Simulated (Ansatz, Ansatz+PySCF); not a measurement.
```
atom    x (Å)    y (Å)   z (Å)
   O   1.2418   0.0000  0.0000
   C   0.3810   1.1734  0.0000
   C  -1.0350   0.7726  0.0000
   C  -1.0350  -0.7726  0.0000
   C   0.3810  -1.1734  0.0000
   H   0.9232   2.2147  0.0000
   H  -1.9660   1.4893  0.0000
   H  -1.9660  -1.4893  0.0000
   H   0.9232  -2.2147  0.0000
```

Basis set: def2-SVP (spherical functions). Frozen core: 5 orbitals. Charge 0, multiplicity 1.

Computed with Ansatz (development build ahead of 0.2.0); each method stands on the lowest determinant of its kind that the runs found. Restricted open shells among the atoms or ions are ROHF, correlated in semicanonical orbitals with singles.

The atomization energy at this shape (free ground-state atoms in the same class of orbitals less the molecule, no zero-point energy) of singlet C₄H₄O:

| method | atomization energy |
| --- | --- |
| RHF-CCSD(T) | 39.89 eV |
| RHF-MP2 | 40.86 eV |
| UHF-MP2 | 39.57 eV |
| UHF | 29.44 eV |

What does RHF give?

29.69 eV. Caution: the shape is not the minimum. Caution for RHF-CCSD(T), RHF-MP2, RHF: an unrestricted determinant lies well below. Caution for UHF-MP2: another reference gives a lower total. Caution for UHF-MP2, UHF: the determinant breaks the point group; the unrestricted determinant is spin contaminated.
